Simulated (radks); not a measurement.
Q: The niobium ion Nb13+, 28 electrons, occupied as [Ar] 3d10 (the NIST ground configuration). Method: scalar-relativistic Kohn-Sham, PBE, spin-polarised, spherical densities, finite nucleus; Fermi nuclear charge, rms radius 4.324 fm; computed with a radial shooting solver on a logarithmic mesh with Libxc functionals. Some entries of the table are withheld. Estimate them.

orbital  occ.  eigenvalue (hartree)  <1/r> (bohr^-1)
1s          2             -701.5268            42.40
2s          2                   (1)            9.534
2p          6                   (2)            9.280
3s          2             -25.81358              (3)
3p          6                   (4)              (5)
3d         10                   (6)            2.910

A: 
(1) 2s eigenvalue (hartree): -106.7404
(2) 2p eigenvalue (hartree): -96.42462
(3) 3s <1/r> (bohr^-1): 3.284
(4) 3p eigenvalue (hartree): -22.42359
(5) 3p <1/r> (bohr^-1): 3.129
(6) 3d eigenvalue (hartree): -16.89824
